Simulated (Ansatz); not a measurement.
`[SiH3][GeH][Cl]` radical, 7 atoms. The species carries charge 0 and has multiplicity 2. Correlated methods include outer-core shells of Ge, which these sets cover unevenly. Scalar relativity is left out up to krypton. All runs use 4 threads of an Arm Neoverse V2 on a shared host. Correlated methods freeze the cores. Open-shell runs search over several starts.

Question: Give the basis size and wall time and peak host memory of each of these runs in Ansatz. direct RPA on PBE orbitals/def2-TZVPP energy; UKS PBE-QIDH (frozen core)/def2-TZVPP energy; UKS PBE0-D4/def2-TZVP frequencies; UKS B3LYP-D4/def2-TZVPP energy and forces; UKS ωB97M-V/def2-SVP energy; UKS r2SCAN-D4/def2-TZVPP energy and forces; UHF-MP2/def2-QZVPP energy; UKS ωB97M-V/def2-QZVPP energy; UKS PBE0-D4/def2-TZVP relaxation (6 steps); UKS PBE0-D4/def2-QZVPP energy; UKS PBE0-D4/def2-SVP energy; UKS B97M-V/def2-TZVPP energy. (An estimate is asked.)

Answer: The calculation gave: Other jobs shared the machine, so times are rough.

```json
{"level": "UKS PBE0-D4/def2-SVP", "job": "energy", "functions": "88", "wall time": "1.2 s", "peak host memory (GiB)": "0.4"}
{"level": "direct RPA on PBE orbitals/def2-TZVPP", "job": "energy", "functions": "188", "wall time": "3.1 s", "peak host memory (GiB)": "0.44"}
{"level": "UKS B3LYP-D4/def2-TZVPP", "job": "energy and forces", "functions": "188", "wall time": "3.5 s", "peak host memory (GiB)": "0.64"}
{"level": "UKS PBE-QIDH (frozen core)/def2-TZVPP", "job": "energy", "functions": "188", "wall time": "4.6 s", "peak host memory (GiB)": "0.53"}
{"level": "UKS r2SCAN-D4/def2-TZVPP", "job": "energy and forces", "functions": "188", "wall time": "4.7 s", "peak host memory (GiB)": "0.32"}
{"level": "UKS ωB97M-V/def2-SVP", "job": "energy", "functions": "88", "wall time": "5.5 s", "peak host memory (GiB)": "0.44"}
{"level": "UKS B97M-V/def2-TZVPP", "job": "energy", "functions": "188", "wall time": "8 s", "peak host memory (GiB)": "0.42"}
{"level": "UKS PBE0-D4/def2-QZVPP", "job": "energy", "functions": "349", "wall time": "11 s", "peak host memory (GiB)": "1.5"}
{"level": "UHF-MP2/def2-QZVPP", "job": "energy", "functions": "349", "wall time": "12 s", "peak host memory (GiB)": "1.5"}
{"level": "UKS PBE0-D4/def2-TZVP", "job": "relaxation (6 steps)", "functions": "146", "wall time": "16 s", "peak host memory (GiB)": "0.51"}
{"level": "UKS ωB97M-V/def2-QZVPP", "job": "energy", "functions": "349", "wall time": "21 s", "peak host memory (GiB)": "1.9"}
{"level": "UKS PBE0-D4/def2-TZVP", "job": "frequencies", "functions": "146", "wall time": "66 s", "peak host memory (GiB)": "0.51"}
```

B3LYP here is the variant with VWN-RPA as its local correlation; programs differ in this.
